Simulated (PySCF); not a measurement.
## Field gradients at the hydrogen positions

GaH2(CH2SiH3), CH₇GaSi.
Z-matrix (Å and degrees, PBE0-D3(BJ)/def2-SVP geometry), rows numbered from 1:
```
Ga
H   1  1.5725
H   1  1.5726  2  120.62
C   1  1.9687  2  119.69  3  -179.07
Si  4  1.8777  1  113.09  2    90.10
H   4  1.1028  1  109.51  2  -149.54
H   4  1.1027  1  109.59  2   -30.35
H   5  1.4975  4  110.59  1   -59.44
H   5  1.4974  4  110.66  1    59.53
H   5  1.4966  4  112.21  1  -179.92
```

Level: PBE0/pcSseg-1 (pcSseg-2 on Ga) (PySCF, non-relativistic); Q(2H) = 0.00286 b; rigid geometry, the same for H and D, with no vibrational averaging.

Question: Rank these positions by the coupling χzz of a deuteron there, largest first.
A. H6 (hydrogen on carbon)
B. H2 (hydrogen on gallium)
C. H8 (hydrogen on silicon)

Answer: A (201 kHz), C (93 kHz), B (76 kHz).

Question: Tabulate Vzz, the asymmetry η and χzz = 234.96 MHz × Q × Vzz for every hydrogen position.

Answer: 
```
atom  bonded to  bond length (Å)  Vzz (au)     η  χzz (kHz)
  H2        Ga1            1.573    0.1129  0.09         76
  H3        Ga1            1.573    0.1129  0.09         76
  H6         C4            1.103    0.2985  0.04        201
  H7         C4            1.103    0.2987  0.04        201
  H8        Si5            1.497    0.1386  0.02         93
  H9        Si5            1.497    0.1386  0.02         93
 H10        Si5            1.497    0.1393  0.01         94
```

Question: Average by the element that carries the hydrogen.

Answer: on Ga: 76 kHz over 2 positions, mean bond length 1.573 Å; on C: 201 kHz over 2 positions, mean bond length 1.103 Å; on Si: 93 kHz over 3 positions, mean bond length 1.497 Å.

Question: A static deuteron (I = 1) shows a doublet split by (3/2)χ, (3/4)χ(1 + η) and (3/4)χ(1 − η) with the field along z, y and x of the gradient. What are these for H8?

Answer: With |χ| = 93.1 kHz and η = 0.021: 140, 71 and 68 kHz, to first order and without motion.

Isolated species at its PBE0-D3(BJ)/def2-SVP geometry (one conformer only). The calculation is non-relativistic, for gallium too. These gradients aren't converged with respect to the basis.

These values come from a run that also computed NMR shieldings. Time: 11 s wall. Hardware: Arm Neoverse V1, one thread, no GPU (shared host).
